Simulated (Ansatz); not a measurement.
One change: `[F][Hf]([F])([Br])[Br]` becomes `[OH][Hf]([F])([F])[Br]`.

Ansatz, PBE0-D4/def2-TZVP geometries, multiplicity 1. Each molecule was computed in one conformer, which needn't be the lowest.

Elements past krypton have def2 core potentials. Scalar relativity is left out up to krypton.

```json
{"property": "size of the dipole moment (B3LYP/def2-TZVPP) / D", "`[F][Hf]([F])([Br])[Br]`": "0.17"}
{"property": "size of the dipole moment (PBE/def2-TZVPP) / D", "`[F][Hf]([F])([Br])[Br]`": "0.11"}
{"property": "LUMO energy (PBE0/def2-TZVPP) / eV", "`[F][Hf]([F])([Br])[Br]`": "-1.87"}
{"property": "HOMO energy (B3LYP/def2-TZVPP) / eV", "`[F][Hf]([F])([Br])[Br]`": "-8.79"}
{"property": "HOMO–LUMO gap (ωB97M-V/def2-TZVPP) / eV", "`[F][Hf]([F])([Br])[Br]`": "11.40"}
{"property": "zero-point energy (PBE0-D4/def2-TZVP) / kJ/mol", "`[F][Hf]([F])([Br])[Br]`": "14.7"}
```

Problem. Give the same properties after the change, and the shifts. (An estimate is asked.)

Solution. Computed: 
```json
{"property": "size of the dipole moment (B3LYP/def2-TZVPP) / D", "`[OH][Hf]([F])([F])[Br]`": "2.79", "shift": "2.62"}
{"property": "size of the dipole moment (PBE/def2-TZVPP) / D", "`[OH][Hf]([F])([F])[Br]`": "2.75", "shift": "2.64"}
{"property": "LUMO energy (PBE0/def2-TZVPP) / eV", "`[OH][Hf]([F])([F])[Br]`": "-0.73", "shift": "1.14"}
{"property": "HOMO energy (B3LYP/def2-TZVPP) / eV", "`[OH][Hf]([F])([F])[Br]`": "-8.55", "shift": "0.24"}
{"property": "HOMO–LUMO gap (ωB97M-V/def2-TZVPP) / eV", "`[OH][Hf]([F])([F])[Br]`": "11.67", "shift": "0.27"}
{"property": "zero-point energy (PBE0-D4/def2-TZVP) / kJ/mol", "`[OH][Hf]([F])([F])[Br]`": "44.9", "shift": "30.2"}
```

With PBE0 the HOMO rises by 0.24 eV and the LUMO rises by 1.14 eV, so the gap widens by about 0.90 eV. PBE moves the HOMO by 0.28 eV and ωB97M-V by 0.19 eV. The zero-point energy changes by 30.2 kJ/mol with +3 modes. Dipoles are sizes alone; their direction can turn.

B3LYP here is the variant with VWN-RPA as its local correlation; programs differ in this.

Spin–orbit coupling is left out; it splits and shifts lone-pair levels of the heavy atoms by tenths of an eV.
